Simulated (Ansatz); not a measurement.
This geometry of BF3 + H2O (7 atoms, charge 0, multiplicity 1) is a first-order saddle point.

These are results of Ansatz 0.2.0, UKS BLYP-D4/def2-SVP, not measurements.

```xyz
7
Properties=species:S:1:pos:R:3
B -0.144 -0.560 0.087
F -1.022 0.406 -0.978
F 0.173 -1.690 -0.558
F -0.820 -0.629 1.251
H -0.052 0.947 -0.720
O 0.910 0.524 0.033
H 0.954 1.002 0.885
```

(1) Which two structures does it join? (They come from a converged band through this point; their orientation in space is the band's.)

(2) How far does it lie above each of them?

Results:

(1) Bonds broken: B1–F2, H5–O6. Bonds formed: F2–H5. BF3 + H2O becomes BF2HO + FH.

Image 0:

```xyz
7
Properties=species:S:1:pos:R:3
B -0.458 -0.647 -0.057
F -1.326 -0.016 -0.894
F 0.187 -1.730 -0.528
F -0.760 -0.618 1.269
H 0.546 1.374 -0.603
O 0.908 0.647 -0.053
H 0.903 0.990 0.866
```

Image 8:

```xyz
7
Properties=species:S:1:pos:R:3
B 0.107 -0.723 0.370
F -1.143 0.899 -1.328
F 0.174 -1.710 -0.513
F -0.704 -0.828 1.426
H -0.224 1.002 -1.123
O 0.937 0.364 0.212
H 0.851 0.995 0.954
```

(2) 0.91 eV above the first and 0.47 eV above the second. This is the barrier of this one path; another mechanism may lie lower. The orbitals stay closed-shell, which can raise the energy where a bond breaks towards radicals; this wasn't checked here.

Run time: 65 s on 2 threads of Intel(R) Xeon(R) 6975P-C (Granite Rapids), with other jobs on the host, peak memory 0.18 GiB.
